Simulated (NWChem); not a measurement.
System: InI2F; SMILES [F][In]([I])[I]

Here is an NWChem input.

```
start job
memory heap 200 mb stack 900 mb global 1100 mb
geometry units angstroms noautoz
  In     0.000000     0.000000     0.662159
  F      0.000000     0.000000     2.612724
  I     -2.355164     0.000000    -0.536004
  I      2.355164     0.000000    -0.536004
end
basis spherical
  * library def2-svp
end
ecp
  In library def2-ecp
  I library def2-ecp
end
dft
  xc pbe0
  iterations 150
  mulliken
end
task dft energy
```

Parts of the log:

```
             Northwest Computational Chemistry Package (NWChem) 7.3.0
             --------------------------------------------------------

 C2V symmetry detected

                             Geometry "geometry" -> ""
                             -------------------------

 Output coordinates in angstroms (scale by  1.889725989 to convert to a.u.)

  No.       Tag          Charge          X              Y              Z
 ---- ---------------- ---------- -------------- -------------- --------------
    1 In                  49.0000     0.00000000     0.00000000     0.66737923
    2 F                    9.0000     0.00000000     0.00000000     2.61794423
    3 I                   53.0000    -2.35516400     0.00000000    -0.53078377
    4 I                   53.0000     2.35516400     0.00000000    -0.53078377

 Effective nuclear repulsion energy (a.u.)    1603.7659044706

      Symmetry information
      --------------------

 Group name             C2v
 Group number             16
 Group order               4
 No. of unique centers     3

                                 NWChem DFT Module
                                 -----------------

 Summary of "ao basis" -> "ao basis" (spherical)
 ------------------------------------------------------------------------------
       Tag                 Description            Shells   Functions and Types
 ---------------- ------------------------------  ------  ---------------------
 In                         def2-svp                10       26   4s4p2d
 F                          def2-svp                 6       14   3s2p1d
 I                          def2-svp                10       26   4s4p2d

      Symmetry analysis of basis
      --------------------------

        a1         37
        a2         11
        b1         27
        b2         17

            General Information
            -------------------
          SCF calculation type: DFT
          Wavefunction type:  closed shell.
          No. of atoms     :     4
          No. of electrons :    80
           Alpha electrons :    40
            Beta electrons :    40
          Charge           :     0
          Spin multiplicity:     1
          Use of symmetry is: on ; symmetry adaption is: on
          Maximum number of iterations: 150
          AO basis - number of functions:    92
                     number of shells:    36
          Convergence on energy requested:  1.00D-06
          Convergence on density requested:  1.00D-05
          Convergence on gradient requested:  5.00D-04

              XC Information
              --------------
                         PBE0 Method XC Functional
                     Hartree-Fock (Exact) Exchange  0.250
          PerdewBurkeErnzerhof Exchange Functional  0.750
            Perdew 1991 LDA Correlation Functional  1.000 local
           PerdewBurkeErnz. Correlation Functional  1.000 non-local

             Grid Information
             ----------------
          Grid used for XC integration:  medium
          Radial quadrature: Mura-Knowles
          Angular quadrature: Lebedev.
          Tag              B.-S. Rad. Rad. Pts. Rad. Cut. Ang. Pts.
          ---              ---------- --------- --------- ---------
          In                  1.55      123          10.0       590
          F                   0.50       49          11.0       434
          I                   1.40      123          12.0       590
          Grid pruning is: on
          Number of quadrature shells:   295
          Spatial weights used:  Erf1

      Superposition of Atomic Density Guess
      -------------------------------------

 Sum of atomic energies:       -1011.59705302

      Non-variational initial energy
      ------------------------------

 Total energy =    -882.022774
 1-e energy   =   -2292.530200
 2-e energy   =    1018.181733
 HOMO         =      -0.351291
 LUMO         =      -0.093136

      Symmetry analysis of molecular orbitals - initial
      -------------------------------------------------

  Numbering of irreducible representations:

     1 a1          2 a2          3 b1          4 b2

  Orbital symmetries:

     1 a1          2 a1          3 b1          4 a1          5 b1
     6 a1          7 b2          8 a2          9 b1         10 a1
    11 b1         12 a1         13 b2         14 a1         15 b1
    16 a1         17 b2         18 a2         19 b1         20 a1
    21 b2         22 a2         23 b1         24 a1         25 a1
    26 b1         27 a1         28 b2         29 a2         30 a1
    31 b1         32 a1         33 b1         34 b2         35 a1
    36 b1         37 b2         38 a1         39 a2         40 b1
    41 a1         42 b2         43 a1         44 b1         45 a1
    46 b1         47 b2         48 a1         49 a2         50 b1

     ---------------------------------------------
      Total Density - Mulliken Population Analysis
     ---------------------------------------------

    Atom       Charge   Shell Charges
 -----------   ------   -------------------------------------------------------
    1 In  21    19.54   2.59 -0.60  0.62  0.25  3.24  2.75  0.46  0.13  9.71  0.39
    2 F    9     9.77   1.99  1.16  0.81  3.58  2.23  0.00
    3 I   25    25.35   1.83  0.22  1.23  0.67  2.93  3.13  2.61  2.72  9.82  0.19
    4 I   25    25.35   1.83  0.22  1.23  0.67  2.93  3.13  2.61  2.72  9.82  0.19

   convergence    iter        energy       DeltaE   RMS-Dens  Diis-err
 ---------------- ----- ----------------- --------- --------- ---------
 d= 0,ls=0.0,diis     1   -885.2519624983 -1.28D+03  2.50D-02  7.44D-01
 d= 0,ls=0.0,diis     2   -884.8782706454  3.74D-01  1.48D-02  4.87D+00
 d= 0,ls=0.0,diis     3   -885.3544789120 -4.76D-01  4.00D-03  3.98D-02
 d= 0,ls=0.0,diis     4   -885.3586545255 -4.18D-03  1.56D-03  2.11D-02
 d= 0,ls=0.0,diis     5   -885.3620457510 -3.39D-03  1.06D-04  1.12D-04
  Resetting Diis
 d= 0,ls=0.0,diis     6   -885.3620577143 -1.20D-05  3.16D-05  7.57D-06
 d= 0,ls=0.0,diis     7   -885.3620586719 -9.58D-07  7.92D-06  1.58D-07

         Total DFT energy =     -885.362058671949
      One electron energy =    -2293.236297447474
           Coulomb energy =     1087.241367429595
    Exchange-Corr. energy =      -71.692821752336
 Nuclear repulsion energy =      392.325693098267

 Numeric. integr. density =       80.000006614442

                  Occupations of the irreducible representations
                  ----------------------------------------------

                     irrep           alpha         beta
                     --------     --------     --------
                     a1               16.0         16.0
                     a2                5.0          5.0
                     b1               12.0         12.0
                     b2                7.0          7.0

                       DFT Final Molecular Orbital Analysis
                       ------------------------------------

 Vector   38  Occ=2.000000D+00  E=-3.047990D-01  Symmetry=a1
              MO Center= -1.9D-16,  1.0D-16, -4.3D-01, r^2= 7.3D+00
   Bfn.  Coefficient  Atom+Function         Bfn.  Coefficient  Atom+Function
  ----- ------------  ---------------      ----- ------------  ---------------
    53      0.400424  3 I  pz                79      0.400424  4 I  pz
    56      0.340326  3 I  pz                82      0.340326  4 I  pz
    50     -0.161670  3 I  pz                76     -0.161670  4 I  pz
    51     -0.138894  3 I  px                77      0.138894  4 I  px
    47     -0.131193  3 I  pz                73     -0.131193  4 I  pz

 Vector   39  Occ=2.000000D+00  E=-3.016754D-01  Symmetry=a2
              MO Center=  2.7D-14,  2.9D-16, -5.0D-01, r^2= 7.4D+00
   Bfn.  Coefficient  Atom+Function         Bfn.  Coefficient  Atom+Function
  ----- ------------  ---------------      ----- ------------  ---------------
    52      0.433112  3 I  py                78     -0.433112  4 I  py
    55      0.384935  3 I  py                81     -0.384935  4 I  py
    49     -0.175574  3 I  py                75      0.175574  4 I  py
    46     -0.142422  3 I  py                72      0.142422  4 I  py
    17      0.079060  1 In d -2              22     -0.042790  1 In d -2

 Vector   40  Occ=2.000000D+00  E=-2.972888D-01  Symmetry=b1
              MO Center= -8.4D-13,  5.9D-16, -4.9D-01, r^2= 7.5D+00
   Bfn.  Coefficient  Atom+Function         Bfn.  Coefficient  Atom+Function
  ----- ------------  ---------------      ----- ------------  ---------------
    53      0.353936  3 I  pz                79     -0.353936  4 I  pz
    56      0.314432  3 I  pz                82     -0.314432  4 I  pz
    51     -0.260984  3 I  px                77     -0.260984  4 I  px
    54     -0.223121  3 I  px                80     -0.223121  4 I  px
    50     -0.142770  3 I  pz                76      0.142770  4 I  pz

 Vector   41  Occ=0.000000D+00  E=-1.157891D-01  Symmetry=a1
              MO Center=  4.1D-14, -1.1D-15,  1.6D-01, r^2= 6.2D+00
   Bfn.  Coefficient  Atom+Function         Bfn.  Coefficient  Atom+Function
  ----- ------------  ---------------      ----- ------------  ---------------
     4      0.684426  1 In s                  3      0.655125  1 In s
    54     -0.404905  3 I  px                80      0.404905  4 I  px
     1     -0.370523  1 In s                 51     -0.286737  3 I  px
    77      0.286737  4 I  px                32     -0.203651  2 F  pz
    56     -0.187976  3 I  pz                82     -0.187976  4 I  pz

 Vector   42  Occ=0.000000D+00  E=-6.856288D-02  Symmetry=b2
              MO Center=  2.2D-14,  6.6D-18,  5.2D-01, r^2= 4.8D+00
   Bfn.  Coefficient  Atom+Function         Bfn.  Coefficient  Atom+Function
  ----- ------------  ---------------      ----- ------------  ---------------
    12      0.623850  1 In py                15      0.543364  1 In py
    55     -0.234095  3 I  py                81     -0.234095  4 I  py
    52     -0.166990  3 I  py                78     -0.166990  4 I  py
     9     -0.158632  1 In py                31      0.151814  2 F  py
     6     -0.147032  1 In py                34     -0.135135  2 F  py

 Vector   43  Occ=0.000000D+00  E= 1.885092D-02  Symmetry=a1
              MO Center=  4.6D-12,  1.8D-14,  5.8D-01, r^2= 6.4D+00
   Bfn.  Coefficient  Atom+Function         Bfn.  Coefficient  Atom+Function
  ----- ------------  ---------------      ----- ------------  ---------------
    16      0.928029  1 In pz                13      0.430192  1 In pz
    29     -0.305983  2 F  s                 54      0.284352  3 I  px
    80     -0.284352  4 I  px                44      0.227605  3 I  s
    70      0.227605  4 I  s                 24     -0.177410  1 In d  0
    19      0.147502  1 In d  0              32     -0.134289  2 F  pz

     ---------------------------------------------
      Total Density - Mulliken Population Analysis
     ---------------------------------------------

    Atom       Charge   Shell Charges
 -----------   ------   -------------------------------------------------------
    1 In  21    20.29   2.60 -0.60  0.88  0.12  3.23  2.78  0.90  0.17  9.67  0.55
    2 F    9     9.43   1.99  1.12  0.84  3.30  2.17  0.00
    3 I   25    25.14   1.83  0.22  1.34  0.57  2.93  3.12  2.61  2.51  9.80  0.22
    4 I   25    25.14   1.83  0.22  1.34  0.57  2.93  3.12  2.61  2.51  9.80  0.22

     -------------------------------------------
      Total Density - Lowdin Population Analysis
     -------------------------------------------

    Atom       Charge   Shell Charges
 -----------   ------   -------------------------------------------------------
    1 In  21    20.81   1.38  0.54  0.66  0.38  3.03  2.84  0.96  0.56  9.41  1.05
    2 F    9     9.30   1.98  1.03  0.81  3.19  2.29  0.00
    3 I   25    24.95   1.25  0.73  1.05  0.78  2.77  3.19  2.49  2.66  9.48  0.54
    4 I   25    24.95   1.25  0.73  1.05  0.78  2.77  3.19  2.49  2.66  9.48  0.54

     Multipole analysis of the density
     ---------------------------------

     L   x y z        total         alpha         beta         nuclear
     -   - - -        -----         -----         ----         -------
     0   0 0 0     -0.000000    -40.000000    -40.000000     80.000000

     1   1 0 0     -0.000000     -0.000000     -0.000000      0.000000
     1   0 1 0      0.000000      0.000000      0.000000      0.000000
     1   0 0 1     -0.682336    -10.769879    -10.769879     20.857422

     2   2 0 0    -59.794444   -525.096484   -525.096484    990.398524
     2   1 1 0     -0.000000     -0.000000     -0.000000      0.000000
     2   1 0 1      0.000000      0.000000      0.000000      0.000000
     2   0 2 0    -58.293997    -29.146999    -29.146999      0.000000
     2   0 1 1      0.000000      0.000000      0.000000      0.000000
     2   0 0 2    -67.120548   -185.549332   -185.549332    303.978115
```

Level: PBE0/def2-SVP with def2 effective core potentials on In, I. The geometry was optimised at PBE0/def2-SVP. def2 effective core potentials on In, I; no spin-orbit coupling.
